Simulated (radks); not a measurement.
Problem. Species: Tl+. Configuration: [Hg]. All-electron calculation, scalar-relativistic Kohn-Sham, LDA (Slater exchange, Perdew-Zunger correlation), spin-polarised, spherical densities, finite nucleus; Fermi nuclear charge, rms radius 5.4759 fm. Program: a radial shooting solver on a logarithmic mesh with Libxc functionals. Some entries of the table are withheld. Estimate them.

| orbital | occ. | eigenvalue (hartree) | r(max) (bohr) |
|---|---|---|---|
| 1s | 2 | (1) | 0.01004 |
| 2s | 2 | -559.8999 | (2) |
| 2p | 6 | -482.0017 | (3) |
| 3s | 2 | -133.8402 | 0.1641 |
| 3p | 6 | -111.4081 | 0.1639 |
| 3d | 10 | -88.07013 | 0.1334 |
| 4s | 2 | -30.05309 | (4) |
| 4p | 6 | (5) | 0.3891 |
| 4d | 10 | (6) | 0.3955 |
| 5s | 2 | -5.09253 | 0.8070 |
| 4f | 14 | -4.47616 | 0.3574 |
| 5p | 6 | -3.07418 | 0.9034 |
| 5d | 10 | -0.84461 | 1.115 |
| 6s | 2 | -0.61306 | 2.045 |

Solution. 
(1) 1s eigenvalue (hartree): -3142.820
(2) 2s r(max) (bohr): 0.05819
(3) 2p r(max) (bohr): 0.04834
(4) 4s r(max) (bohr): 0.3691
(5) 4p eigenvalue (hartree): -22.69391
(6) 4d eigenvalue (hartree): -14.04932
